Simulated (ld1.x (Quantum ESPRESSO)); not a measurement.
arsenic (As), ultrasoft: configuration errors across variants

| Quantity | Value |
| --- | --- |
| Element | As (Z = 33) |
| Generator | ld1.x (Quantum ESPRESSO) 7.5 |
| Type | ultrasoft |
| Functional | PBE |
| Relativity | scalar-relativistic |
| Frozen core | [Ar] 3d10 |
| Valence charge | 5 |
| Reference configuration | 4s2 4p2 (charge +1) |
| Partial waves | 4s (bound): rcut 1.55, rcutus 1.70 bohr; 4s channel at 1.75 Ry: rcut 1.55, rcutus 1.70 bohr; 4p (bound): rcut 1.40, rcutus 1.65 bohr; 4p channel at -0.45 Ry: rcut 1.40, rcutus 1.65 bohr; 4d channel at 0.45 Ry: rcut 1.15, rcutus 1.50 bohr; 4d channel at 0.85 Ry: rcut 1.15, rcutus 1.50 bohr |
| Local potential | all-electron potential smoothed inside 1.70 bohr (lloc = -1) |
| Core correction | a·sin(br)/r model core inside 0.90 bohr |
| Augmentation charge | PSQ, inside the norm-conserving radii |

All-electron excitation energies from the reference (eV): (1) 4s2 4p3 -9.149; (2) 4s2 4p1 17.918; (3) 4s2 4p0 45.621; (4) 4s1 4p3 10.107; (5) 4s2 4p3.3 -10.383; (6) 4s2 4p2.5 -5.594; (7) 4s0 4p5 9.907.

A true bound ghost makes a file unfit for plane-wave use even where its test errors are small: the radial tests pick states by their node count and pass the ghost by.

Errors AE − PS in meV (a dash: test not solved or not reliable):

```csv
change,(1),(2),(3),(4),(5),(6),(7),bound ghosts
base,-2.9,-19,-111,-9.4,-4.1,-0.8,-24,d
local potential all-electron potential smoothed inside 0.66 bohr (lloc = -1),-2.9,-19,-111,-9.4,-4.1,-0.8,-24,"s, p, d"
local potential all-electron potential smoothed inside 0.84 bohr (lloc = -1),-2.9,-19,-111,-9.4,-4.0,-0.8,-24,"s, d"
local potential all-electron potential smoothed inside 1.02 bohr (lloc = -1),-3.0,-19,-112,-9.4,-4.1,-0.8,-24,"s, d"
local potential all-electron potential smoothed inside 1.10 bohr (lloc = -1),-2.9,-18,-109,-9.3,-4.0,-0.8,-24,d
local potential all-electron potential smoothed inside 1.34 bohr (lloc = -1),-2.9,-19,-111,-9.4,-4.0,-0.8,-24,d
local potential all-electron potential smoothed inside 1.44 bohr (lloc = -1),-2.9,-19,-111,-9.4,-4.1,-0.8,-24,d
local potential all-electron potential smoothed inside 1.62 bohr (lloc = -1),-2.9,-19,-111,-9.4,-4.1,-0.8,-24,d
local potential all-electron potential smoothed inside 1.80 bohr (lloc = -1),-2.9,-19,-111,-9.4,-4.1,-0.8,-24,d
```

(1) Give the same row for: local potential all-electron potential smoothed inside 2.00 bohr (lloc = -1).

Answers

(1) -2.9, -19, -111, -9.3, -4.0, -0.8, -24; bound ghosts: d.
